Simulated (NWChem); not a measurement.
Molecule: C4H9O, doublet; SMILES C[CH]OCC

```xyz
14

C     -0.3399     2.4352     0.0115
C      0.4725     1.1948    -0.0720
O     -0.2371     0.0304    -0.0093
C      0.5357    -1.1648    -0.0311
C     -0.4002    -2.3542     0.0682
H     -1.1803     2.4086    -0.7149
H     -0.7995     2.5939     1.0203
H      0.2836     3.3235    -0.2106
H      1.5106     1.1589     0.3140
H      1.2619    -1.1570     0.8185
H      1.1370    -1.2043    -0.9704
H      0.1752    -3.3009     0.0567
H     -1.1098    -2.3662    -0.7828
H     -0.9889    -2.3136     1.0062
```
Atoms are numbered in this order, from 1.

Level: PBE-D3(BJ)/def2-SVP, spin-unrestricted (NWChem), optimised geometry, unscaled harmonic frequencies. 

**Question.** List the harmonic frequencies with IR intensities, and the thermochemistry.

**Answer.** 
```csv
frequency (cm⁻¹),IR intensity (km/mol)
79,0.3
108,3.7
174,0.7
188,0.7
251,0.9
417,4.9
437,2.0
540,19.8
791,1.7
839,3.1
945,4.2
972,6.1
1067,19.0
1090,42.1
1131,6.4
1136,22.1
1239,113.0
1244,5.9
1308,83.5
1328,0.6
1354,90.7
1378,7.6
1398,7.2
1403,6.6
1421,16.7
1427,4.9
1450,2.1
2879,65.3
2905,56.1
2948,52.6
2983,13.3
2994,16.1
3037,28.6
3070,18.0
3077,16.6
3081,14.5
```

| Quantity | Value |
|---|---|
| zero-point energy | 74.4 kcal/mol |
| thermal correction to the enthalpy at 298.15 K (with zero-point energy) | 79.5 kcal/mol |
| heat capacity Cv | 23.9 cal/(mol K) |
| entropy at 298.15 K and 1 atm (symmetry number 1, electronic part: spin degeneracy alone) | 82.7 cal/(mol K) |
| dipole moment | 1.01 D |

Rigid rotor and harmonic oscillator; modes under 100 cm⁻¹ make the entropy uncertain.
